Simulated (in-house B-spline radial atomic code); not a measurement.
Configurations of In, with energies counted from [Kr] 4d10 5s2 5p1. All numbers are computed (scalar-relativistic (X2C) BHandHLYP, spin-polarised, spherical fractional occupations, exact exchange averaged over the configuration; Fermi nucleus of rms radius 4.6156 fm) with a radial B-spline atomic code at the basis-set limit, not measured. Shells without spins written out take the highest spin.

Occupations are held fixed; configurations that lie above the ionisation limit could autoionise.

```tsv
configuration	E - E(ref) (eV)	highest orbital	its <r> (bohr)
[Kr] 4d10 5s2 5f1	4.9461	5f up	29.66
[Ar] 3d10 4s2 4p5 4d10 5s2 5p1 5d1	87.372	5d up	8.417
[Ar] 3d9 4s2 4p6 4d10 5s2 5p2	446.18	5p up	3.205
[Ar] 3d9 4s2 4p6 4d10 5s2 5p1 6d1	452.29	6d up	17.13
```

(1) Order these further configurations by energy, lowest first.
A. [Kr] 4d9 5s2 5p1 6d1
B. [Ar] 3d10 4s2 4p5 4d10 5s2 5p1 6f1
C. [Kr] 4d9 5s2 5p1 5f1
D. [Kr] 4d10 5s2 6s1
E. [Kr] 4d10 5s2 6f1

Answers

(1) D (2.8423 eV), E (5.108 eV), A (23.56 eV), C (24.011 eV), B (88.694 eV).
